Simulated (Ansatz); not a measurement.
Ge(vinyl)H3 (C₂H₆Ge). The state is a singlet with charge 0. Geometry PBE0-D4/def2-TZVP, basis def2-TZVP, Ansatz.

```json
{"run": "A", "HOMO (eV)": "-6.81", "LUMO (eV)": "-1.32"}
{"run": "B", "HOMO (eV)": "-6.65", "LUMO (eV)": "-1.18"}
{"run": "C", "HOMO (eV)": "-10.35", "LUMO (eV)": "3.47"}
{"run": "D", "HOMO (eV)": "-8.88", "LUMO (eV)": "0.82"}
{"run": "E", "HOMO (eV)": "-7.03", "LUMO (eV)": "-1.10"}
{"run": "F", "HOMO (eV)": "-7.45", "LUMO (eV)": "-0.72"}
```

Q: The runs used BHLYP, BLYP, HF, PBE, r2SCAN, r2SCANh. Estimate which is which.

A: A PBE (0 % exact exchange); B BLYP (0 % exact exchange); C HF (100 % exact exchange); D BHLYP (50 % exact exchange); E r2SCAN (0 % exact exchange); F r2SCANh (10 % exact exchange). Exact exchange lowers occupied and raises empty levels; among semilocal functionals meta-GGAs tend to open the gap a little, and such runs are hard to tell apart. The gap grows from 5.47 eV (BLYP) to 13.82 eV (HF).
